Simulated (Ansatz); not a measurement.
This geometry of BCl3 + FH (6 atoms, charge 0, multiplicity 1) is a first-order saddle point.

Theory: RKS CAM-B3LYP-D4/6-31G* (Ansatz).

```xyz
6
Properties=species:S:1:pos:R:3
B -0.265 0.301 -0.197
Cl 1.684 -0.281 -0.168
Cl -1.036 -0.089 -1.735
Cl -0.481 1.889 0.538
H 0.620 -1.013 0.731
F -0.522 -0.807 0.832
```

(1) Which two structures does it join? (They come from a converged band through this point; their orientation in space is the band's.)

(2) How far does it lie above each of them?

Results:

(1) Bonds broken: B1–Cl2, H5–F6. Bonds formed: B1–F6, Cl2–H5. BCl3 + FH becomes BCl2F + ClH.

Initial state:

```xyz
6
Properties=species:S:1:pos:R:3
B 0.019 0.616 -0.541
Cl 1.707 0.103 -0.507
Cl -1.044 -0.026 -1.765
Cl -0.494 1.931 0.482
H 0.335 -1.492 1.218
F -0.523 -1.131 1.113
```

Final state:

```xyz
6
Properties=species:S:1:pos:R:3
B -0.906 0.467 -0.181
Cl 2.262 -0.770 0.112
Cl -1.203 0.115 -1.860
Cl -0.660 2.092 0.397
H 1.399 -1.378 0.846
F -0.892 -0.526 0.685
```

(2) 53.7 kJ/mol above the first and 140.6 kJ/mol above the second. This is the barrier of this one path; another mechanism may lie lower. The orbitals stay closed-shell, which can raise the energy where a bond breaks towards radicals; this wasn't checked here.

The run took 4.3 min on 2 threads of Arm Neoverse V2, on a shared host, peak memory 0.22 GiB.
